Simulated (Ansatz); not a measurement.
Born–Oppenheimer molecular dynamics of CH₄BClO (8 atoms, charge 0, multiplicity 1). It starts from a relaxed structure.

Method: RKS LDA/def2-SVP (Ansatz 0.2.0).

- ensemble: NVE (velocity Verlet)
- time step: 0.5 fs
- steps asked: 250
- starting velocities drawn for: 200 K
- seed: 325564

First frame:

```xyz
8
Properties=species:S:1:pos:R:3
B 0.125 -0.152 0.109
C -0.013 0.018 1.643
H -0.897 -0.543 2.019
H 0.890 -0.329 2.185
H -0.202 1.083 1.901
O 1.245 -0.650 -0.444
H 1.189 -0.696 -1.419
Cl -1.206 0.318 -0.977
```

How far do the bonds stretch over the last three quarters of this one trajectory? (Pairs bonded in most of those frames.)


| bond | mean (Å) | spread (Å) | shortest | longest |
| --- | --- | --- | --- | --- |
| B1–C2 | 1.551 | 0.011 | 1.53 | 1.57 |
| B1–O6 | 1.345 | 0.007 | 1.33 | 1.36 |
| B1–Cl8 | 1.780 | 0.009 | 1.77 | 1.80 |
| C2–H3 | 1.112 | 0.023 | 1.07 | 1.15 |
| C2–H4 | 1.110 | 0.018 | 1.08 | 1.14 |
| C2–H5 | 1.117 | 0.032 | 1.06 | 1.17 |
| O6–H7 | 0.978 | 0.005 | 0.97 | 0.99 |

Mean temperature of the second half: 98 K. The conserved energy stayed within 0.19 meV per atom of its start (net change 0.039 meV per atom), so the integration is sound. Over the second half the temperature averaged 0.49 of the 200 K drawn at the start: a run that starts near a minimum puts about half its kinetic energy into the potential. A run of 0.12 ps of so small a system gives no equilibrium averages.

Time of the run: 2.2 min on 2 threads of Arm Neoverse V2, with other jobs on the host, peak memory 0.14 GiB.
